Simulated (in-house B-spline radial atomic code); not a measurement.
PBEsol excitations of Cu II (Cu+)

Method: PBEsol. Computed with a B-spline radial code for spherical atoms: linear response of the closed shell [Ar] 3d10 with the functional's adiabatic kernel; scalar-relativistic (spin-free one-electron X2C), finite nucleus, no spin-orbit coupling, no double excitations, S, P, D and F terms only. Only terms of natural parity with L up to 3 were computed.

Command:
```bash
python run_td.py task.json out
```
Settings (radii: box in bohr, nucleus in fm):
```
Z                        29
electrons                28
configuration            [Ar] 3d10
hamiltonian              x2c
method                   pbesol
box_radius               41.61
rms_radius               3.8823
intervals                75
```

Cost of the run: 1.8 s on 1 thread of Arm Neoverse N1, on a shared host.

The lowest states, in the order of their Tamm-Dancoff energies; the method's threshold (minus the highest occupied level) is 13.643 eV. Labels give the largest channel, * marks a mixed state, and oscillator strengths are full-response dipole values. Semilocal kernels can invert the small singlet-triplet splittings of Rydberg terms. Energies in eV:

```json
{"state": "3d → 4s 3D", "full response": "1.389", "Tamm-Dancoff": "1.475", "oscillator strength": "-"}
{"state": "3d → 4s 1D", "full response": "1.993", "Tamm-Dancoff": "2.008", "oscillator strength": "-"}
{"state": "3d → 4p 3P", "full response": "6.781", "Tamm-Dancoff": "6.818", "oscillator strength": "-"}
{"state": "3d → 4p 3F", "full response": "6.894", "Tamm-Dancoff": "6.917", "oscillator strength": "-"}
{"state": "3d → 4p 1F", "full response": "7.088", "Tamm-Dancoff": "7.093", "oscillator strength": "-"}
{"state": "3d → 4p 1P", "full response": "?", "Tamm-Dancoff": "?", "oscillator strength": "?"}
{"state": "3d → 5s 3D", "full response": "10.517", "Tamm-Dancoff": "10.521", "oscillator strength": "-"}
{"state": "3d → 5s 1D", "full response": "?", "Tamm-Dancoff": "?", "oscillator strength": "-"}
{"state": "3d → 4d 3S", "full response": "11.467", "Tamm-Dancoff": "11.478", "oscillator strength": "-"}
{"state": "3d → 5p 3P", "full response": "11.595", "Tamm-Dancoff": "11.600", "oscillator strength": "-"}
```

Problem. Where does 3d → 5s 1D lie?

Solution. At 10.582 eV in full response, 10.584 eV in Tamm-Dancoff.

Problem. Where does 3d → 4p 1P lie?

Solution. At 7.695 eV in full response, 7.765 eV in Tamm-Dancoff, oscillator strength 0.35.

Problem. How large is the singlet-triplet splitting of 3d → 4s (D terms) in Tamm-Dancoff?

Solution. 0.533 eV, from the unrounded values.

Problem. What polarisabilities and dispersion coefficient does the method give?

Solution. Dipole 8.312 bohr³, quadrupole 77.13 bohr⁵, C6 28.47 hartree·bohr⁶ for two such species.
